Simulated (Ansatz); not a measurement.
`C[O][Sn]([OH])([F])[F]` + `CC(=N)Cl` → `C/N=C(/C)Cl` + `[OH][Sn]([OH])([F])[F]`  (substitution at a C–O bond)

Calculated with Ansatz (gas phase, PBE0-D4/def2-TZVP geometries, no zero-point term in ΔE). CBS: MP2 limit from def2 TZ/QZ plus the TZ coupled-cluster correction, frozen cores. Elements past krypton have def2 core potentials. For Sn outer-core shells are correlated without core-valence functions, which leaves a few kJ/mol of doubt a bond. One conformer a species, not always the lowest.

| species | HF/def2-QZVPP energy (Eh) |
| --- | --- |
| `C[O][Sn]([OH])([F])[F]` | -602.43349 |
| `CC(=N)Cl` | -592.08856 |
| `C/N=C(/C)Cl` | -631.13071 |
| `[OH][Sn]([OH])([F])[F]` | -563.40244 |

Work out ΔE.

ΔE = (-631.13071) + (-563.40244) − (-602.43349) − (-592.08856) = -0.01110 Eh = -7.0 kcal/mol. CCSD(T)/CBS gives -10.0 kcal/mol.

Largest T1 diagnostic among the species: 0.015.

In def2-TZVPP, CCSD(T) changes the Hartree–Fock value by −2.6 kcal/mol (the triples alone add −0.4 kcal/mol) and MP2 by −4.2 kcal/mol. At CCSD(T), def2-SVP lies +1.8 kcal/mol from the extrapolated value and def2-TZVPP +0.4 kcal/mol. Leaving LDA and LC-ωPBE aside and taking each functional with its dispersion term where it has one, the values, not all of them listed here, spread over 1.8 kcal/mol, from PBE-QIDH to BHLYP-D4. LDA lies −2.3 kcal/mol from PBE without D4.
